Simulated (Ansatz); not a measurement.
Ideal-gas functions of AlFH$_{2}$O$_{2}$, SMILES `[OH][Al]([OH])[F]` at 800 K and 1 bar, from an Ansatz frequency run at PBE0-D4/def2-TZVP.

Molar mass 79.99 g/mol, point group C2v (symmetry number 2), electronic degeneracy 1, moments of inertia 75.427, 77.362, 152.789 u Å². Harmonic wavenumbers (cm⁻¹, unscaled): 230, 234, 292, 308, 363, 617, 643, 716, 919, 977, 3971, 3972.

Use S(trans) = R[1.5 ln M + 2.5 ln T − 1.1517]; rotational temperatures θ = 24.2544 K / I; S(rot) = R[ln(√π/σ · √(T³/θAθBθC)) + 1.5]; for each mode x = 1.438777 ν̃/T, S = R[x/(eˣ − 1) − ln(1 − e⁻ˣ)] and H = RT x/(eˣ − 1); 1 cm⁻¹ = 0.0119627 kJ/mol; R = 8.31446 J/(mol·K).

Problem. By hand: the entropy, in J/(mol·K).

Solution. Translation 184.0. Rotation: θ = 0.3216, 0.3135, 0.1587 K, giving 112.0. Vibration, mode by mode: 15.71, 15.57, 13.76, 13.33, 12.01, 7.86, 7.55, 6.76, 5.02, 4.62, 0.05, 0.05, in all 102.3. Electronic 0.0. Sum 398.3 J/(mol·K).

Problem. By hand: H − E and G − E in kJ/mol, counted from the electronic energy.

Solution. Zero-point energy ½ × 13242 × 0.0119627 = 79.2; thermal vibration 41.0; translation, rotation and pV give 4 RT = 26.6. H − E = 146.8 kJ/mol, and G − E = 146.8 − 800 × 398.3/1000 = -171.8 kJ/mol.

Vibration gives 26 % of the entropy. The sum counts one conformer and one mirror image; others add a mixing term.
